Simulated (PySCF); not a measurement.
A calculated (TPSSh, PySCF 2.14, dyall-v3z, the spin-free X2C one-electron Hamiltonian (Gaussian nucleus)) atom or ion has these occupied shells.

| shell | electrons | orbital energy (eV) | rms radius, mean of both spins (bohr) |
| --- | --- | --- | --- |
| 1s α | 1 | -11746.9 | 0.0524 |
| 1s β | 1 | -11746.7 | 0.0524 |
| 2s α | 1 | -1497.1 | 0.220 |
| 2s β | 1 | -1497.0 | 0.220 |
| 2p α | 3 | -1310.8 | 0.196 |
| 2p β | 3 | -1310.7 | 0.196 |
| 3s α | 1 | -194.94 | 0.641 |
| 3s β | 1 | -194.77 | 0.641 |
| 3p α | 3 | -136.97 | 0.669 |
| 3p β | 3 | -136.76 | 0.669 |
| 3d α | 5 | -42.023 | 0.762 |
| 3d β | 5 | -41.740 | 0.762 |
| 4s α | 1 | -16.280 | 2.10 |
| 4s β | 1 | -13.115 | 2.10 |
| 4p α | 3 | -6.488 | 2.69 |

(1) Name the element and its charge.

## Answers

(1) As (arsenic, neutral), in [Ar] 3d10 4s2 4p3, high-spin 4S determinant.
